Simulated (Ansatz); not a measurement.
The same path of C$_{2}$H$_{9}$FSi$_{2}$ (14 atoms, charge 0, multiplicity 1) was run twice with different band settings. The coordinate that changes most is the dihedral H8–C1–C2–Si4.

These are results of Ansatz 0.2.0, RKS PBE0/def2-SVP, not measurements.

Relaxed end points:

```xyz
14
Properties=species:S:1:pos:R:3
C -1.149 0.330 1.040
C 0.183 0.213 0.318
F 1.165 0.862 1.105
Si 0.185 1.142 -1.353
Si 0.772 -1.600 0.173
H -1.428 1.386 1.184
H -1.101 -0.143 2.034
H -1.951 -0.161 0.467
H 1.545 1.086 -1.964
H -0.801 0.509 -2.283
H -0.200 2.565 -1.112
H 0.833 -2.195 1.542
H 2.124 -1.647 -0.457
H -0.192 -2.377 -0.666
```

```xyz
14
Properties=species:S:1:pos:R:3
C -1.166 0.392 0.999
C 0.167 0.273 0.281
F 1.099 1.107 0.946
Si 0.088 0.937 -1.510
Si 0.896 -1.491 0.394
H -1.073 0.081 2.052
H -1.928 -0.243 0.521
H -1.529 1.432 0.986
H 1.446 0.894 -2.127
H -0.849 0.096 -2.318
H -0.408 2.345 -1.478
H 1.013 -1.870 1.834
H 2.242 -1.527 -0.248
H -0.011 -2.454 -0.304
```

Common settings: movable images 7; climbing image yes; spring 5.0 eV/Å²; optimiser quadratic models (default); start path IDPP; end points relaxed.

| run | force threshold | iteration limit |
| --- | --- | --- |
| 1 | 0.03 eV/Å | 56 |
| 2 | 0.5 eV/Å | 60 |

**Question.** What does each run give, and how far can it be trusted?

**Answer.** Run 1: converged after 4 iterations, highest image 0.132 eV above the first end. A vibrational analysis at the climbing image gives one clearly imaginary mode, 231i cm⁻¹: a first-order saddle point.
Run 2: converged after 3 iterations, highest image 0.134 eV above the first end. The threshold of 0.5 eV/Å is loose, so the images may lie well off the minimum-energy path. Another band between the same ends (7 images) ends at a top of the same energy, where a vibrational analysis finds 1 clearly imaginary mode.
